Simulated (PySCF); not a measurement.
**Polarisability and C₆ of Te⁺ (tellurium, charge +1)**

[Kr] 4d10 5s2 5p3, high-spin 4S determinant. Calculation: PySCF 2.14, in aug-cc-pVQZ-PP with ECP28MDF; scalar relativity through the core potential. Coupled (time-dependent) response in atomic units; α is the mean over directions.

| method | mean α (bohr³) | C₆ (like pair) | S(−4) |
| --- | --- | --- | --- |
| UHF | 22.36 | 187.4 | 104.5 |
| PBE | 22.55 | 188.5 | 110.8 |
| PBE0 | 22.22 | 185.3 | 104.9 |

S(−4) is the Cauchy moment in α(ω) = α(0) + S(−4) ω² + …

α(iu) at PBE:

```tsv
u (hartree)	α(iu) (bohr³)
0	22.55
0.0500	22.28
0.100	21.51
0.200	18.95
0.300	15.93
0.500	10.84
0.750	6.979
1.00	4.849
1.50	2.802
2.00	1.876
3.00	1.045
5.00	0.4673
```

A single London oscillator, α(iu) = α/(1 + u²/ω²), gives C₆ = (3/4) ω α². Matching the computed C₆ needs ω = 4 × 188.5 / (3 × 22.55²) = 0.494 hartree.

For an ion, C₆ is the dispersion term alone; charge-induced terms of lower order in 1/R come first.

Energies and moments cover only the electrons outside the core potential.
